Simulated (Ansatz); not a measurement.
A further run on Nb₃O₁₄H₁₃, a hydroxylated oxide cluster.

```yaml
crystal:
  periodic: [false, false, false]
  atoms:
    - {symbol: Nb, position_ang: [-1.157235, -1.729194, 1.245583]}
    - {symbol: Nb, position_ang: [-0.604827, 1.042850, -1.609828]}
    - {symbol: Nb, position_ang: [1.683583, 1.152048, 0.713473]}
    - {symbol: O, position_ang: [-1.134783, -0.833308, -0.798788]}
    - {symbol: O, position_ang: [-0.350596, 0.124959, -3.290667]}
    - {symbol: O, position_ang: [1.382774, 0.191814, -1.224426]}
    - {symbol: O, position_ang: [-2.391903, 1.557752, -1.818483]}
    - {symbol: O, position_ang: [-1.761592, 0.001721, 1.709460]}
    - {symbol: O, position_ang: [0.778060, -0.711825, 1.305851]}
    - {symbol: O, position_ang: [-2.882201, -2.423249, 0.810807]}
    - {symbol: O, position_ang: [0.364744, 2.628586, -2.229538]}
    - {symbol: O, position_ang: [1.707749, 1.725485, 2.504684]}
    - {symbol: O, position_ang: [2.199837, 2.658770, -0.266386]}
    - {symbol: O, position_ang: [-0.211623, 1.525425, 0.195313]}
    - {symbol: O, position_ang: [3.326427, 0.152133, 0.697794]}
    - {symbol: O, position_ang: [-0.953773, -2.355636, 3.030474]}
    - {symbol: O, position_ang: [-0.142555, -3.113309, 0.407889]}
    - {symbol: H, position_ang: [-1.486911, -1.455609, -1.451989]}
    - {symbol: H, position_ang: [0.483524, -0.294806, -3.538971]}
    - {symbol: H, position_ang: [1.220673, -0.744793, -1.035198]}
    - {symbol: H, position_ang: [-3.347675, 1.533232, -1.727555]}
    - {symbol: H, position_ang: [-1.363510, 0.816530, 1.325906]}
    - {symbol: H, position_ang: [1.481395, -1.339507, 1.533113]}
    - {symbol: H, position_ang: [-3.707955, -1.931029, 0.900934]}
    - {symbol: H, position_ang: [0.598110, 2.734246, -3.161798]}
    - {symbol: H, position_ang: [1.520930, 1.413167, 3.396443]}
    - {symbol: H, position_ang: [1.676354, 2.932476, -1.062934]}
    - {symbol: H, position_ang: [3.744241, -0.119225, -0.130489]}
    - {symbol: H, position_ang: [-1.204259, -1.874923, 3.829394]}
    - {symbol: H, position_ang: [0.532989, -3.264791, -0.260089]}
basis:
  gaussian: {orbitals: def2-mTZVP, fitting: {mean_field: def2-universal-jkfit}}
magnetization: {spin_polarized: true, initial_magnetization: 2}
hamiltonian: {xc: {name: revPBE}, dispersion: d3bj}
scf: {omitted_lower_state_checks: [starts]}
output: {forces: true}
```

```sh
$ ansatz run in.yaml --threads 2 --pin off --events-out ev --progress --plain --max-ram 32768MiB --backend cuda --devices 0, --max-vram 18GiB
```

Output, abridged:

```
Functional definition: revPBE
2077 factors; integrals over basis functions are off by at most 9.3e-1 eV
mean field evaluation 1: about -33467.9593 eV, gradient 1.5e2 eV
mean field evaluation 2: about -32446.5790 eV, gradient 4.7e2 eV
mean field evaluation 4: about -33504.4807 eV, gradient 8.8e1 eV
mean field evaluation 8: about -33535.0335 eV, gradient 3.7e1 eV
mean field evaluation 16: about -33542.8113 eV, gradient 9.5e0 eV
mean field evaluation 32: about -33543.3098 eV, gradient 5.6e-4 eV
mean field -33543.30983351 eV, -1232.6938999094 hartree, gradient 2.5e-6 eV, S^2 2.002641; 0 other end points of the search recorded, 0 dependent functions left out
reference -33543.31001590 eV, -1232.6939066121 hartree; 83, 81 occupied and 391, 393 virtual orbitals, 2077 factors
Total energy: -33545.96320727 eV, -1232.7914095968 hartree
Atom 0 at    -1.157235    -1.729194     1.245583 Å, force     0.730274    -0.057052    -0.318906 eV/Å
Atom 1 at    -0.604827     1.042850    -1.609828 Å, force    -1.206197     0.249525     0.607176 eV/Å
Atom 2 at     1.683583     1.152048     0.713473 Å, force    -1.511171    -0.705770     1.353650 eV/Å
Atom 3 at    -1.134783    -0.833308    -0.798788 Å, force    -0.202180    -0.379559     0.127197 eV/Å
Atom 4 at    -0.350596     0.124959    -3.290667 Å, force     0.085154    -1.096644    -1.978093 eV/Å
Atom 5 at     1.382774     0.191814    -1.224426 Å, force     0.316709    -0.298271    -0.446983 eV/Å
Atom 6 at    -2.391903     1.557752    -1.818483 Å, force    -0.806436     0.522032    -0.281382 eV/Å
Atom 7 at    -1.761592     0.001721     1.709460 Å, force    -0.545272     0.878777     0.313084 eV/Å
Atom 8 at     0.778060    -0.711825     1.305851 Å, force    -0.007595    -0.187505     0.223237 eV/Å
Atom 9 at    -2.882201    -2.423249     0.810807 Å, force    -0.705244    -0.740809    -0.299381 eV/Å
Atom 10 at     0.364744     2.628586    -2.229538 Å, force     0.555961     1.283319    -0.076066 eV/Å
Atom 11 at     1.707749     1.725485     2.504684 Å, force     0.117196     0.783591     0.782153 eV/Å
Atom 12 at     2.199837     2.658770    -0.266386 Å, force     0.954586     1.632779    -0.938090 eV/Å
Atom 13 at    -0.211623     1.525425     0.195313 Å, force     0.412595     0.894244     1.270894 eV/Å
Atom 14 at     3.326427     0.152133     0.697794 Å, force     1.264513    -0.730757     0.075693 eV/Å
Atom 15 at    -0.953773    -2.355636     3.030474 Å, force     0.178061    -0.547358     0.764616 eV/Å
Atom 16 at    -0.142555    -3.113309     0.407889 Å, force     0.115382    -0.927458    -0.105566 eV/Å
Atom 17 at    -1.486911    -1.455609    -1.451989 Å, force    -0.121157    -0.283521    -0.278337 eV/Å
Atom 18 at     0.483524    -0.294806    -3.538971 Å, force     0.392075    -0.090826    -0.168078 eV/Å
Atom 19 at     1.220673    -0.744793    -1.035198 Å, force    -0.015105    -0.379954     0.066451 eV/Å
Atom 20 at    -3.347675     1.533232    -1.727555 Å, force    -0.384594    -0.113184     0.110806 eV/Å
Atom 21 at    -1.363510     0.816530     1.325906 Å, force     0.202976     0.302790    -0.086768 eV/Å
Atom 22 at     1.481395    -1.339507     1.533113 Å, force     0.226076    -0.273736    -0.000576 eV/Å
Atom 23 at    -3.707955    -1.931029     0.900934 Å, force    -0.307306     0.265193    -0.005419 eV/Å
Atom 24 at     0.598110     2.734246    -3.161798 Å, force     0.113792    -0.072569    -0.560921 eV/Å
Atom 25 at     1.520930     1.413167     3.396443 Å, force    -0.128906    -0.240392     0.271192 eV/Å
Atom 26 at     1.676354     2.932476    -1.062934 Å, force    -0.160288     0.050434    -0.115870 eV/Å
Atom 27 at     3.744241    -0.119225    -0.130489 Å, force     0.273465    -0.047235    -0.330868 eV/Å
Atom 28 at    -1.204259    -1.874923     3.829394 Å, force    -0.126319     0.213434     0.326008 eV/Å
Atom 29 at     0.532989    -3.264791    -0.260089 Å, force     0.288957     0.096485    -0.300855 eV/Å
Dipole moment:    -0.252013    -0.437299    -0.278279 e Å
Checks for a lower state left out: starts
```

It took 28 s on 2 threads of AMD EPYC 7R13 on a shared host and a share (18 GiB) of an NVIDIA H100 80GB HBM3, peak host memory 1.2 GiB.

In the def2 sets Nb takes a core potential; there is no spin–orbit coupling.
